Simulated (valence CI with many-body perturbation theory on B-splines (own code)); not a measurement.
The numbers below are computed, except where a source is named.
**Yb LVI: what the settings do**

Method: configuration interaction combined with many-body perturbation theory (CI+MBPT): five valence electrons over a frozen Dirac-Fock core [Ne], a basis of 6 s, 6 p, 5 d, 3 f, 1 g functions for each j, with the one-electron correlation potential Σ1, the two-electron term Σ2, the three-electron term Σ3, Breit, model QED; selected CI, second order for the rest, scaled by the run's own slope (own B-spline code, finite nucleus).

No measured spectrum was set against this ion. As an estimate, large intervals hold to a few tenths of a per cent, small ones and those within an open d or f shell to about a per cent. Among the levels kept, up to 680 cm⁻¹ of a level comes from second order outside the variational space, and about a tenth of that is noise between levels of different J, which matters for small intervals.

The reference run has the lowest level (3s^2 3p1/2^2 3p3/2) J=3/2 and an ionisation energy of 5341.69 eV. Its largest variational space holds 10000 state functions.

Levels are named by their leading jj configuration (3d3/2^4 stands for four electrons in 3d with j = 3/2), which in mixed levels can hold well under half, so a name can repeat and another be missing. Letters in brackets count levels of one name in rising energy.

Changed runs:
A. QED terms on → off
B. natural orbitals for correlation on → off
C. cutoff of virtual states (hartree) 9800 → 12000
D. start configuration 3s2 3p3 → 3s2 3p4 (bad on purpose)

Excitation energies of the reference run in cm⁻¹, and shifts in cm⁻¹:

| Level | Reference | A | B | C |
| --- | --- | --- | --- | --- |
| (3s^2 3p1/2^2 3d3/2) J=3/2 | 1724090 | +5408 | +629 | +16 |
| (3s^2 3p1/2 3p3/2^2) J=3/2 | 2092400 | -2780 | -853 | +17 |
| (3s^2 3p1/2 3p3/2^2) J=5/2 | 2182260 | -2754 | -206 | +17 |
| (3s^2 3p1/2 3p3/2^2) J=1/2 | 2297290 | -2734 | +137 | +17 |
| (3s^2 3p1/2^2 3d5/2) J=5/2 | 2323690 | +4194 | +764 | +17 |
| (3s 3p1/2^2 3p3/2^2) J=5/2 | 3380930 | +25004 | -756 | +14 |
| (3s 3p1/2^2 3p3/2^2) J=3/2 | 3607980 | +19481 | -153 | +19 |
| (3s 3p1/2^2 3p3/2^2) J=1/2 | 3617660 | +23415 | +50 | +16 |
| (3s^2 3p1/2 3p3/2 3d3/2) J=5/2 [a] | 3799090 | +2616 | -233 | +33 |
| (3s^2 3p1/2 3p3/2 3d3/2) J=1/2 [a] | 3822590 | +2692 | -479 | +33 |
| (3s^2 3p1/2 3p3/2 3d3/2) J=3/2 [a] | 3822970 | +4350 | -297 | +31 |
| (3s^2 3p1/2 3p3/2 3d3/2) J=7/2 | 3891920 | +2518 | +520 | +33 |
| Ionisation energy (eV) | 5341.69 | +0.42 | -0.40 | +0.002 |

Run D: It gave no result: the electrons of core and valence do not add up to the charge. The program said: "core and valence hold 16 electrons, the ion has 15".
